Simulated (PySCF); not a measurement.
Compound: C6H10ClN2P.
Atom-mapped SMILES: `[CH3:1][c:2]1[n:3][n:4]([CH:5]([CH3:6])[CH3:7])[c:8]([Cl:9])[p:10]1`

Structure used (GFN2-xTB), in Å, numbered top down from 1:
```xyz
20
C6H10ClN2P angstrom
C      3.002   -0.947   -0.955
C      1.912    0.041   -0.725
N      0.801   -0.342   -0.154
N     -0.057    0.655   -0.019
C     -1.358    0.379    0.562
C     -2.220   -0.351   -0.466
C     -1.172   -0.450    1.828
C      0.379    1.834   -0.503
Cl    -0.618    3.224   -0.426
P      1.976    1.755   -1.171
H      3.904   -0.649   -0.422
H      2.685   -1.925   -0.604
H      3.243   -1.004   -2.015
H     -1.812    1.344    0.809
H     -3.201   -0.559   -0.047
H     -2.345    0.256   -1.360
H     -1.745   -1.289   -0.742
H     -2.138   -0.652    2.283
H     -0.689   -1.391    1.579
H     -0.551    0.081    2.544
```

NICS is the negative of the GIAO shielding at a point without a nucleus: at the ring centre (0) and 1 Å above and below it (1); zz is the component along the ring normal. Level: GIAO PBE0/pcSseg-1 (PySCF, non-relativistic, gas phase) on the GFN2-xTB geometry, one conformer.

Ring bond lengths (Å), with Mayer bond orders in brackets: C2–N3 1.306 (1.54), N3–N4 1.322 (1.16), N4–C8 1.347 (1.20), C8–P10 1.733 (1.30), P10–C2 1.772 (1.19).

**Question.** Give the NICS values of each ring in ppm.

**Answer.** 
```
           ring                                                       type  NICS(0)  NICS(1), two faces  NICS(1)zz, two faces  rms pucker (Å)  centre to ring atoms, mean (Å)
C2–N3–N4–C8–P10  5-membered ring with 2 N and P; formal bonds all aromatic    -11.1       -10.8 / -10.9         -23.5 / -23.8            0.00                            1.26
```

**Question.** What do they say, and how far can they be read as aromaticity?

**Answer.** 
- C2–N3–N4–C8–P10: mean NICS(1)zz -23.6 ppm, shielded.

**Question.** How equal are the bonds by HOMA? HOMA = 1 − mean of α(R − Ropt)² over the ring bonds, with Krygowski's 1993 parameters (CN: Ropt 1.334 Å, α 93.52 Å⁻²; CP: Ropt 1.698 Å, α 118.91 Å⁻²; NN: Ropt 1.309 Å, α 130.33 Å⁻²).

**Answer.** 
- C2–N3–N4–C8–P10: HOMA 0.82; the largest term is that of P10–C2, α(R − Ropt)² = 0.66.

**Question.** List the ring angles and the Hirshfeld charges of the ring atoms.

**Answer.** 
- C2–N3–N4–C8–P10: C2 115.1° (-0.011 e), N3 112.1° (-0.109 e), N4 114.4° (+0.045 e), C8 113.4° (-0.016 e), P10 85.0° (-0.009 e); sum 540.0° against 540° for a flat convex ring.

**Question.** How shielded are the nuclei of the rings and their hydrogens (means over atoms taken as equivalent)?

**Answer.** 
```json
{"atoms": "C2", "environment": "substituted aromatic carbon", "σ isotropic (ppm)": "6.6", "principal values of the symmetric part, first atom (ppm)": "-114.1, 6.1, 127.9"}
{"atoms": "N3", "environment": "pyridine-type nitrogen", "σ isotropic (ppm)": "-89.1", "principal values of the symmetric part, first atom (ppm)": "-339.6, -76.7, 149.0"}
{"atoms": "N4", "environment": "pyrrole-type nitrogen", "σ isotropic (ppm)": "8.9", "principal values of the symmetric part, first atom (ppm)": "-76.7, 4.0, 99.4"}
{"atoms": "C8", "environment": "aromatic C–Cl carbon", "σ isotropic (ppm)": "15.6", "principal values of the symmetric part, first atom (ppm)": "-110.6, 71.8, 85.7"}
{"atoms": "P10", "environment": "phosphorus bonded to 2 C", "σ isotropic (ppm)": "213.3", "principal values of the symmetric part, first atom (ppm)": "92.6, 126.6, 420.9"}
```
